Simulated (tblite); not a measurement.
Distances in Å between the heavy atoms of a computed structure (GFN2-xTB; lower triangle, same order across):
```
S1    0.00
C2    1.75  0.00
C3    2.78  1.36  0.00
O4    3.94  2.25  1.36  0.00
C5    3.97  2.25  2.17  1.35  0.00
C6    5.25  3.58  3.53  2.46  1.39  0.00
C7    5.59  4.16  4.49  3.66  2.36  1.38  0.00
C8    4.88  3.78  4.52  4.08  2.74  2.42  1.40  0.00
C9    3.52  2.61  3.62  3.57  2.43  2.84  2.42  1.38  0.00
C10   2.87  1.43  2.23  2.27  1.41  2.44  2.76  2.37  1.39  0.00
```

Hydrogens: 1 on S1, 1 on C3, 1 on C6, 1 on C7, 1 on C8, 1 on C9.

Neutral, closed shell.

Task: Which heavy atoms are bonded, and with what formal order?

Result: S1–C2 (single); C2–C3 (aromatic); C3–O4 (aromatic); O4–C5 (aromatic); C5–C6 (aromatic); C6–C7 (aromatic); C7–C8 (aromatic); C8–C9 (aromatic); C9–C10 (aromatic); C2–C10 (aromatic); C5–C10 (aromatic).

Task: Give the structure as a SMILES string.

Result: `Sc1coc2ccccc12`, C8H6OS. Among its features: benzene ring, aromatic ring with oxygen and thiol.

Task: Which rings does it hold (smallest set)?

Result: C2–C3–O4–C5–C10 (5 members, 0.00 Å rms from planarity); C5–C6–C7–C8–C9–C10 (6 members, 0.00 Å rms from planarity).

Task: Classify the heavy atoms.

Result: S1: thiol sulfur; C2: substituted aromatic carbon; C3: aromatic CH next to a ring oxygen; O4: furan-type oxygen; C5: ring-fusion aromatic carbon; C6: aromatic CH carbon; C7: aromatic CH carbon; C8: aromatic CH carbon; C9: aromatic CH carbon; C10: ring-fusion aromatic carbon.

Conformer computed: `[SH:1][c:2]1[cH:3][o:4][c:5]2[cH:6][cH:7][cH:8][cH:9][c:10]12`: H–S1–C2–C3 180°.
